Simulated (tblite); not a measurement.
C3H7Si (SMILES C1C[SiH]C1), doublet, at a GFN2-xTB geometry; IPEA1-xTB in tblite.

Here is a job for tblite.
```
$ tblite run mol.xyz --method ipea1 --charge 0 --spin 1 --json tblite.json --no-restart

# file mol.xyz
11

C      0.07166054    -1.07389880     0.75107332
C      1.21647703    -0.21911639     0.17752608
Si    -0.07160241     0.97363099    -0.59501866
C     -1.14255145    -0.50388412    -0.00456330
H     -0.03171157    -0.90288341     1.82284416
H      0.21309311    -2.14337808     0.59131516
H      1.82583574    -0.77478368    -0.53242339
H      1.88638902     0.18932069     0.93237250
H     -0.27982443     2.23653886     0.12751811
H     -1.99632117    -0.27937673     0.63267274
H     -1.48854371    -1.17487564    -0.78825468
```

Output, abridged:

```
xTB calculator
 | screened Coulomb repulsion
 | Coulomb electrostatics
 |  * isotropic Klopman-Ohno-Mataga-Nishimoto electrostatics
 |  * onsite third-order electrostatics
 | DFT-D3(BJ) dispersion correction

halogen bonding energy    0.0000000000000E+00 Eh
repulsion energy          2.1697585113214E-01 Eh
dispersion energy        -3.5713600273343E-03 Eh
number of electrons       2.3000000000000E+01 e
integral cutoff           4.0000000000000E+01 bohr

------------------------------------------------------------
  cycle        total energy    energy error   density error
------------------------------------------------------------
      1     -12.92736586415  -1.3140770E+01   4.9679052E-01
      2     -12.94325043692  -1.5884573E-02   2.6904930E-01
      3     -12.86392586264   7.9324574E-02   1.8190302E-01
      4     -12.96682553483  -1.0289967E-01   1.5275874E-02
      5     -12.96815932174  -1.3337869E-03   2.7962818E-03
      6     -12.96816854655  -9.2248119E-06   1.6532118E-03
      7     -12.96817146223  -2.9156788E-06   4.5507839E-04
      8     -12.96817178764  -3.2541400E-07   6.2677605E-05
      9     -12.96817179160  -3.9563055E-09   1.7879409E-05
------------------------------------------------------------

electronic energy        -1.3181576282704E+01 Eh
total energy             -1.2968171791599E+01 Eh

Post processing:
 | Mayer-Wiberg bond orders

[Info] JSON dump of results written to 'tblite.json'
```
